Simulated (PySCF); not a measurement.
C4H6F2, SMILES CC(C)=C(F)F.

Coordinates come from a PBE0-D3(BJ)/def2-SVP optimisation.

Method: PBE/def2-TZVP (PySCF).

Isolated molecule, no solvent.

| Item | Value |
|---|---|
| total energy | -355.45027 hartree |
| point group | C2v |
| highest occupied level | -5.57 eV |
| lowest empty level | -0.06 eV |
| orbital gap | 5.51 eV |
| dipole moment | 1.49 D |
| quadrupole, principal values (traceless, Buckingham form, about the centre of nuclear charge) | -0.45, 0.18, 0.26 D·Å |
| mean static polarisability | 52.0 bohr³ (7.71 Å³) |
| polarisability, principal values | 39.5, 53.1, 63.5 bohr³ |
